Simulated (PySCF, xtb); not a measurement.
C₂H₄AlNO₂, SMILES [CH3][Al]([OH])[N]=C=O.

GFN2-xTB (xtb) at its own geometry gives an orbital gap of 4.69 eV and a dipole moment of 3.97 D.

The structure is a stationary point at PBE0-D3(BJ)/def2-SVP. The structure was generated by enumeration; whether it is a known compound was not checked. One conformer was computed; it need not be the lowest.

Problem. What does r2SCAN/def2-TZVP run with PySCF give? (An estimate is asked for; the answer gives what the named calculation found.)

Solution. gap 6.44 eV (levels -7.32 and -0.88 eV), dipole 1.63 D.
